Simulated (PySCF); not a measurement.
Calculated elemental compositions, with the atomic weights N 14.007, C 12.011, F 18.998, H 1.008, O 15.999, Si 28.085, Se 78.971.

A compound of molar mass 124.12 g/mol holds 58.06 % carbon, 4.06 % hydrogen, 15.31 % fluorine and 22.57 % nitrogen by mass. What is its formula?

Dividing out the atomic weights: C 6.00, H 5.00, F 1.00, N 2.00. So C6H5FN2. One species with this formula is `[H]/N=C\C1=C(F)[C@H]1CC#N`.

A compound of molar mass 137.14 g/mol holds 10.21 % nitrogen, 5.15 % hydrogen, 61.31 % carbon and 23.33 % oxygen by mass. What is its formula?

Dividing out the atomic weights: N 1.00, H 7.01, C 7.00, O 2.00. So C7H7NO2. One species with this formula is `C=C1C=C1NC(=O)CC=O`.

A compound of molar mass 116.18 g/mol holds 16.35 % fluorine, 11.28 % hydrogen and 72.37 % carbon by mass. What is its formula?

Dividing out the atomic weights: F 1.00, H 13.00, C 7.00. So C7H13F. One species with this formula is `CC(C)(C)[C@@H]1C[C@H]1F`.

A compound of molar mass 112.20 g/mol holds 53.52 % carbon, 25.03 % silicon, 14.26 % oxygen and 7.19 % hydrogen by mass. What is its formula?

Per cent/100 × molar mass / atomic weight: C 5.00, Si 1.00, O 1.00, H 8.00. So C5H8OSi. One species with this formula is `COC1=CC=C[SiH2]1`.

A compound of molar mass 181.21 g/mol holds 43.58 % selenium, 6.63 % carbon, 31.00 % silicon, 3.34 % hydrogen and 15.46 % nitrogen by mass. What is its formula?

Dividing out the atomic weights: Se 1.00, C 1.00, Si 2.00, H 6.00, N 2.00. So CH6N2SeSi2. One species with this formula is `N#C[Se][Si@H]([SiH3])N`.
